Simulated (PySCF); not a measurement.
Ionising KB

UHF; PySCF, spin-free X2C with a Gaussian nucleus, basis sets K x2c-SVPall, B x2c-SVPall. Neutral (UHF): triplet (σ ↑, π ↑), Re = 2.921 Å, ωe = 283 cm⁻¹, De = 0.33 eV, HOMO -5.31 eV, LUMO -0.14 eV.

KB⁺ (UHF): doublet (σ ↑), Re = 3.494 Å, ωe = 129 cm⁻¹, De = 0.29 eV to K⁺ + B. The energies at the minima are -625.88043 hartree for KB and -625.73226 for KB⁺.

Q: Work out the adiabatic ionisation energy, without and with harmonic zero-point energies (1 hartree = 27.2114 eV, 1 eV = 8065.5 cm⁻¹), and the change of the bond length.

A: At UHF: 0.14817 hartree = 4.032 eV between the minima; the zero-point term (129.0 − 283.0)/2 cm⁻¹ = -0.010 eV makes it 4.022 eV. Re changes by +57.3 pm against the neutral. The electron leaves a π orbital, and the ion is left as a loose complex of an ion and an atom.

For an ion De counts to the pair picked by the measured ionisation energies or electron affinities, which need not be the lowest pair at this level. Hartree–Fock leaves out correlation, which carries a large part of most bond energies and some tenths to 1 eV of ionisation energies. States were picked by a PBE0 search and need not be the measured ground states.
